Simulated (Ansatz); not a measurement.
`C=C[SiH](F)Cl` + `S[SiH2]Cl` → `C=C[SiH](F)S[SiH2]Cl` + HCl  (ligand exchange at the Si–Cl bond)

Isolated molecules relaxed with PBE0-D4/def2-TZVP in Ansatz; ΔE leaves out vibrations. CBS: MP2 limit from def2 TZ/QZ plus the TZ coupled-cluster correction, frozen cores. This one scheme is used for every species. Functionals use def2-TZVPP. B3LYP here is the variant with VWN-RPA as its local correlation; programs differ in this. Each species was taken in one conformer, which may not be the lowest.

`C=C[SiH](F)Cl`:

Z-matrix (Å, degrees):
```
Si
C 1 1.837
Cl 1 2.043 2 110.7
F 1 1.592 2 110.7 3 117.9
H 1 1.477 2 111.3 3 -121.4
C 2 1.331 1 120.4 3 122.1
H 2 1.088 1 120.3 3 -57.2
H 6 1.087 2 121.7 1 0.5
H 6 1.086 2 122.3 1 -179.4
```

`S[SiH2]Cl`:

```xyz
6

S     0.051   -0.917    1.436
Si    0.295    0.299   -0.283
Cl   -1.192    1.700   -0.490
H    -1.016   -1.572    0.945
H     0.282   -0.513   -1.519
H     1.580    1.004   -0.090
```

`C=C[SiH](F)S[SiH2]Cl`:

```xyz
13

C    -0.047   -2.075   -0.176
C     0.253   -1.144    0.727
Si   -0.945    0.164    1.226
F    -2.295   -0.086    0.406
S    -0.206    2.126    0.840
Si    0.616    1.820   -1.097
Cl    2.548    1.129   -1.017
H    -1.021   -2.111   -0.655
H     0.667   -2.836   -0.474
H     1.245   -1.140    1.174
H    -1.283    0.164    2.666
H    -0.179    0.842   -1.868
H     0.648    3.145   -1.750
```

HCl:

```xyz
2

Cl   -0.212    0.455   -0.396
H     0.212   -0.455    0.396
```

```
             level  ΔE (kJ/mol)  difference from CCSD(T)/CBS
            PBE-D4         26.2                         -4.8
         r2SCAN-D4         31.4                          0.4
           PBE0-D4         27.6                         -3.4
          B3LYP-D4         30.0                         -1.0
           ωB97X-V         33.9                          2.9
           ωB97M-V         33.4                          2.4
            B2PLYP         40.6                          9.6
               PBE         37.0                          6.0
            r2SCAN         34.9                          3.9
              PBE0         37.6                          6.6
             B3LYP         47.0                         16.0
     HF/def2-TZVPP         54.5                         23.5
    MP2/def2-TZVPP         29.1                         -1.9
SCS-MP2/def2-TZVPP         34.1                          3.1
   CCSD/def2-TZVPP         35.5                          4.5
CCSD(T)/def2-TZVPP         31.5                          0.5
     HF/def2-QZVPP         55.3                         24.3
    MP2/def2-QZVPP         29.1                         -1.9
SCS-MP2/def2-QZVPP         34.3                          3.3
      HF/CBS(def2)         55.4                         24.4
     MP2/CBS(def2)         28.6                         -2.4
    CCSD/CBS(def2)         35.0                          4.0
       CCSD(T)/CBS         31.0                            0
```

Largest T1 diagnostic among the species: 0.011.

The D4 term adds −17.0 kJ/mol with B3LYP and −10.1 kJ/mol with PBE0; it sums over pairs of atoms, weighted by their polarisabilities, and B3LYP, whose exchange is more repulsive, gets the larger term. In def2-TZVPP, CCSD(T) changes the Hartree–Fock value by −23.0 kJ/mol (the triples alone add −4.0 kJ/mol) and MP2 by −25.4 kJ/mol.

CCSD(T)/CBS has its own doubt, a few kJ/mol and more with outer-core shells, so smaller differences from it don't rank the levels.
